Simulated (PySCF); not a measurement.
C5H9BO3: core ionisation energies

Compound: C5H9BO3.
Geometry (PBE0-D3(BJ)/def2-SVP, Å), atoms numbered from 1 in this order:
```xyz
18
C5H9BO3 angstrom
C      3.203    0.119   -0.421
O      1.884   -0.109   -0.021
C      0.950    0.203   -0.993
C     -0.444    0.035   -0.477
O     -1.360    0.144   -1.356
B     -2.809    0.294   -0.882
O     -2.966   -0.658    0.307
C     -1.997   -0.755    1.120
C     -0.713   -0.286    0.856
H      3.383    1.185   -0.658
H      3.858   -0.172    0.410
H      3.472   -0.481   -1.311
H      1.047   -0.427   -1.902
H      1.039    1.256   -1.339
H     -2.947    1.435   -0.461
H     -3.552   -0.056   -1.772
H     -2.212   -1.304    2.049
H      0.102   -0.399    1.567
```

Computed, not measured: delta-SCF UKS SCAN, pcX-2 on the ionised atom, pcseg-1 elsewhere, spin-free X2C in PySCF 2.14.0. Each binding energy is the total energy of the core-ionised species, with the hole localised on one atom, minus that of the ground state; both are solved self-consistently, so orbital relaxation is included.

Give the core binding energies atom by atom.

```
atom(s)                 bonded to  level  binding energy (eV)  above the level's lowest (eV)  count
     O2                       2 C   O 1s               539.20                          +0.41      1
     O7                   C and B   O 1s               538.80                          +0.01      1
     O5     C (double bond) and B   O 1s               538.79                           0.00      1
     C3              O, C and 2 H   C 1s               292.91                          +2.32      1
     C1                 O and 3 H   C 1s               292.79                          +2.20      1
     C9  C (double bond), C and H   C 1s               290.59                           0.00      1
     B6               2 O and 2 H   B 1s               195.76                           0.00      1
```

Lowest listed C 1s: C9, bonded to C (double bond), C and H. Highest, 2.32 eV above it: C3, bonded to O, C and 2 H. Summing the Pauling electronegativity differences to the bonded atoms, each weighted by its formal bond order, gives -0.35 for the lowest site and +0.19 for the highest; no listed site has a larger sum than the highest.

The listed O 1s values span 0.41 eV, from O5 (bonded to C (double bond) and B) to O2 (bonded to 2 C). The widest gap between neighbouring values is 0.40 eV, between 538.80 and 539.20 eV. Summing the Pauling electronegativity differences to the bonded atoms, each weighted by its formal bond order, gives -3.18 for the lowest site and -1.78 for the highest; no listed site has a larger sum than the highest. The values 538.79 and 538.80 eV lie too close for their order to be trusted.

What is the longest wavelength that can ionise B 1s of B6 vertically?

λ = hc/E = 12398.42 eV Å / 195.76 eV = 63.335 Å.

Which effective nuclear charge Zeff reproduces each element's mean 1s value in the hydrogen-like formula E = 13.606 eV × Zeff²?

B (Z = 5): mean 195.8 eV, Zeff = 3.79, Z − Zeff = 1.21; C (Z = 6): mean 292.1 eV, Zeff = 4.63, Z − Zeff = 1.37; O (Z = 8): mean 538.9 eV, Zeff = 6.29, Z − Zeff = 1.71. Means run over the listed sites, weighted by atom count.

The list is incomplete; no value stands for C 1s of C4, C8 (hole states with ⟨S²⟩ of 1 or more are left out). One conformer (not necessarily the lowest) at the PBE0-D3(BJ)/def2-SVP geometry, without solvent, vibrations or thermal averaging.
